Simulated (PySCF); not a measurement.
**Partial charges of `C[N+]1(C)[BH2-]C[C@H](C2CC2)C1`**

Compound: C₈H₁₈BN.
Geometry (PBE0-D3(BJ)/def2-SVP, Å), atoms numbered from 1 in this order:
```xyz
28
C8H18BN angstrom
C     -1.8374    0.5318    1.6099
N     -1.5652   -0.3444    0.4603
C     -2.5214   -1.4562    0.4666
B     -1.6336    0.5401   -0.9697
C     -0.0505    0.8437   -1.2362
C      0.7091    0.3124   -0.0121
C      2.1301   -0.1280   -0.2559
C      3.1222   -0.1785    0.8715
C      3.2435    0.8713   -0.1945
C     -0.1629   -0.8276    0.4940
H     -1.1661    1.3968    1.5865
H     -1.6990   -0.0195    2.5554
H     -2.8687    0.8974    1.5423
H     -3.5368   -1.0562    0.3488
H     -2.3099   -2.1184   -0.3809
H     -2.4556   -2.0217    1.4111
H     -2.3554    1.5017   -0.7287
H     -2.1467   -0.2161   -1.7884
H      0.3006    0.2934   -2.1265
H      0.1911    1.9028   -1.4157
H      0.7434    1.0938    0.7695
H      2.2255   -0.9067   -1.0228
H      2.7823    0.1360    1.8633
H      3.8557   -0.9890    0.8889
H      2.9807    1.9010    0.0658
H      4.0608    0.7888   -0.9151
H     -0.0969   -1.6709   -0.2111
H      0.0984   -1.1989    1.5001
```

Density: PBE0/pcSseg-1 (PySCF); schemes: Mulliken, IAO, Hirshfeld and ESP-fitted. The structure is a single PBE0-D3(BJ)/def2-SVP conformer in the gas phase; no vibrational or solvent corrections.

Problem. Tabulate the Mulliken, IAO, Hirshfeld and ESP-fitted charges.

Solution. In e; atoms taken as equivalent share a row and are averaged (×n: the atom named and its like, n in all):

| atom | environment | Mulliken | IAO | Hirshfeld | ESP-fitted |
| --- | --- | --- | --- | --- | --- |
| C1 | N-methyl carbon | -0.092 | -0.294 | -0.048 | -0.348 |
| N2 | nitrogen bonded to B and 3 C | -0.688 | -0.020 | +0.043 | +0.399 |
| C3 | N-methyl carbon | -0.077 | -0.295 | -0.047 | -0.502 |
| B4 | four-coordinate boron | +0.127 | -0.212 | -0.034 | +0.183 |
| C5 | sp3 carbon bound to boron | -0.285 | -0.385 | -0.154 | -0.328 |
| C6 | sp3 CH carbon | -0.317 | -0.090 | -0.024 | -0.053 |
| C7 | three-membered-ring carbon | -0.230 | -0.126 | -0.038 | -0.081 |
| C8 | three-membered-ring carbon | -0.197 | -0.298 | -0.096 | -0.259 |
| C9 | three-membered-ring carbon | -0.181 | -0.286 | -0.089 | -0.374 |
| C10 | sp3 carbon bound to nitrogen | +0.069 | -0.150 | -0.010 | -0.475 |
| H11/H12/H13 | methyl hydrogen | +0.138 | +0.150 | +0.053 | +0.127 |
| H14/H15/H16 | methyl hydrogen | +0.135 | +0.151 | +0.053 | +0.165 |
| H17 | B–H hydrogen | -0.063 | -0.038 | -0.105 | -0.210 |
| H18 | B–H hydrogen | -0.066 | -0.039 | -0.106 | -0.202 |
| H19 | methylene hydrogen | +0.102 | +0.121 | +0.021 | +0.081 |
| H20 | methylene hydrogen | +0.109 | +0.129 | +0.025 | +0.076 |
| H21 | methine hydrogen | +0.098 | +0.110 | +0.032 | +0.175 |
| H22 | methine hydrogen | +0.111 | +0.133 | +0.042 | +0.145 |
| H23 | methylene hydrogen | +0.120 | +0.136 | +0.041 | +0.113 |
| H24 | methylene hydrogen | +0.129 | +0.144 | +0.044 | +0.128 |
| H25 | methylene hydrogen | +0.128 | +0.142 | +0.046 | +0.148 |
| H26 | methylene hydrogen | +0.131 | +0.146 | +0.047 | +0.163 |
| H27 | methylene hydrogen | +0.128 | +0.141 | +0.050 | +0.185 |
| H28 | methylene hydrogen | +0.124 | +0.128 | +0.039 | +0.158 |

Mean size of the charges over all atoms: ESP-fitted 0.202 e, IAO 0.159 e, Mulliken 0.157 e, Hirshfeld 0.053 e. Each set sums to the total charge, 0, to within 0.001 e. The Hirshfeld scheme divides the density at each point in proportion to the densities of the neutral, spherically averaged free atoms.

Some averages cover members that differ in this geometry: H11/H12/H13, Mulliken +0.114 to +0.156; H14/H15/H16, Mulliken +0.113 to +0.147; H14/H15/H16, ESP-fitted +0.149 to +0.183; H11/H12/H13, IAO +0.131 to +0.161 e.

Lowest charge. The schemes don't all agree: Mulliken N2 (-0.688); IAO C5 (-0.385); Hirshfeld C5 (-0.154); ESP-fitted C3 (-0.502).

Highest charge. The schemes don't all agree: Mulliken H11/H12/H13 (+0.138); IAO H14/H15/H16 (+0.151); Hirshfeld H11/H12/H13 and H14/H15/H16 (+0.053); ESP-fitted N2 (+0.399).

Problem. How closely do the schemes follow one another over all atoms?

Solution. Correlation coefficient and root-mean-square difference: IAO with Hirshfeld 0.86, 0.131 e; IAO with ESP-fitted 0.79, 0.143 e; Hirshfeld with ESP-fitted 0.78, 0.190 e; Mulliken with IAO 0.60, 0.169 e; Mulliken with Hirshfeld 0.51, 0.173 e; Mulliken with ESP-fitted 0.27, 0.262 e.

Problem. Sum the charges by element, for elements with more than one atom.

Solution. 
| element | atoms | Mulliken | IAO | Hirshfeld | ESP-fitted |
| --- | --- | --- | --- | --- | --- |
| C | 8 | -1.310 | -1.924 | -0.505 | -2.419 |
| H | 18 | +1.870 | +2.156 | +0.495 | +1.837 |

Problem. How many electrons does the Hirshfeld scheme count on B4?

Solution. Z − q = 5 − (-0.034) = 5.034.
